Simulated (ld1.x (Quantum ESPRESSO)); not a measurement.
What one change does to a pseudopotential (lithium (Li), TM)

| Quantity | Value |
| --- | --- |
| Element | lithium |
| Generator | ld1.x (Quantum ESPRESSO) 7.5 |
| Type | norm-conserving Troullier–Martins (Kleinman–Bylander form) |
| Functional | PBEsol |
| Relativity | non-relativistic |
| Frozen core | [He] |
| Valence charge | 1 |
| Reference configuration | 2s0.75 2p0.25 |
| Partial waves | 2s (bound): rc 2.40 bohr; 2p (bound): rc 4.20 bohr |
| Local potential | all-electron potential smoothed inside 1.90 bohr (lloc = -1) |
| Core correction | a·sin(br)/r model core inside 1.25 bohr |

All-electron outer shells of the reference configuration (PBEsol, non-relativistic, ld1.x):

```tsv
shell	level (eV)	outermost node (bohr)	outermost maximum (bohr)
2s	-2.96	0.84	3.16
2p	-1.19	–	3.96
```

Change: wave 2p (bound): rc 4.20 bohr becomes 2p (bound): rc 6.00 bohr.

Cutoffs: the cutoffs (Ry, on a coarse ladder) from which the occupation-weighted sum of valence levels, in a spherical-Bessel basis at the reference potential, stays within 10 and 1 mRy of its value at 400 Ry; they do not see the model core or the augmentation charge, which bear on the density cutoff. Errors are all-electron minus pseudo energies relative to the spin-unpolarised reference configuration.

**Question.** How do hardness, ghosts and transferability respond?

**Answer.** Both files are so soft that the ladder of cutoffs tells neither apart; of the 3 tests that both files solve, the error grows in 3 and shrinks in 0 by more than 15 % and 0.3 meV (median size 1.6 → 4.9 meV); neither file shows a bound ghost. More of the atom is replaced by a form fitted at one configuration, so other configurations suffer.

| quantity | base | changed |
| --- | --- | --- |
| cutoff, loose | 6 Ry | 6 Ry |
| cutoff, tight | 6 Ry | 6 Ry |
| bound ghosts | none | none |
| error for 2s1 2p0, meV [ΔE -0.44 eV] | -0.4 | -1.2 |
| error for 2s0.5 2p0, meV [ΔE 1.57 eV] | +1.6 | +4.9 |
| error for 2s0 2p1, meV [ΔE 1.32 eV] | -4.4 | -13 |
